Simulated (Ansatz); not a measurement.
Consider the ligand exchange at a Ge–C bond: `[NH2][GeH]([OH])[CH2]Cl` + H–F → `[NH2][GeH]([OH])[F]` + `CCl`.

Computed with Ansatz on PBE0-D4/def2-TZVP structures; ΔE is electronic, products minus reactants. CBS: MP2 limit from def2 TZ/QZ plus the TZ coupled-cluster correction, frozen cores. This one scheme is used for every species. DFT in def2-TZVPP. B3LYP here is the variant with VWN-RPA as its local correlation; programs differ in this. For Ge outer-core shells are correlated without core-valence functions, which leaves a few kJ/mol of doubt a bond. Scalar relativity is left out up to krypton. Each species was taken in one conformer, which may not be the lowest.

`[NH2][GeH]([OH])[CH2]Cl`:

Cartesian coordinates in Å:
```
N 1.369 -0.377 -1.057
Ge 0.154 -0.492 0.301
O 0.953 0.092 1.779
C -1.383 0.715 0.165
Cl -2.318 0.323 -1.301
H 1.195 -0.995 -1.837
H 1.553 0.553 -1.407
H -0.279 -1.964 0.401
H 1.858 -0.221 1.839
H -2.045 0.614 1.024
H -1.058 1.752 0.092
```

H–F:

```xyz
2

F     0.376   -0.248   -0.092
H    -0.376    0.248    0.092
```

`[NH2][GeH]([OH])[F]`:

Cartesian coordinates in Å:
```
N -1.361 0.074 0.406
Ge 0.249 0.174 -0.390
O 1.403 0.408 0.916
F 0.758 -1.315 -1.151
H -1.424 -0.553 1.194
H -2.164 -0.024 -0.195
H 0.284 1.226 -1.498
H 2.254 0.010 0.717
```

`CCl`:

```xyz
5

C    -0.049    0.025    0.135
Cl    0.549   -0.277   -1.506
H    -0.993    0.561    0.068
H     0.686    0.622    0.669
H    -0.193   -0.931    0.634
```

Question: Is it downhill or uphill in electronic energy at CCSD(T)/CBS, and by how much? (An estimate is asked.)

Answer: The calculation gave: Downhill: ΔE = -89.2 kJ/mol.

Question: What do these levels give: PBE0-D4, ωB97X-V, ωB97M-V, B2PLYP, PBE, r2SCAN, B3LYP, CCSD/def2-TZVPP, HF/def2-QZVPP, MP2/def2-QZVPP, HF/CBS(def2), CCSD/CBS(def2)? (Best estimate.)

Answer: Ansatz gave: PBE0-D4 -93.0, ωB97X-V -103.5, ωB97M-V -99.7, B2PLYP -106.1, PBE -99.4, r2SCAN -105.6, B3LYP -111.9, CCSD/def2-TZVPP -96.5, HF/def2-QZVPP -127.6, MP2/def2-QZVPP -88.7, HF/CBS(def2) -127.9, CCSD/CBS(def2) -92.7 kJ/mol.

Largest T1 diagnostic among the species: 0.012.

In def2-TZVPP, CCSD(T) changes the Hartree–Fock value by +32.5 kJ/mol (the triples alone add +3.5 kJ/mol) and MP2 by +35.3 kJ/mol. The D4 term adds +10.5 kJ/mol with B3LYP and +6.0 kJ/mol with PBE0; it sums over pairs of atoms, weighted by their polarisabilities, and B3LYP, whose exchange is more repulsive, gets the larger term.
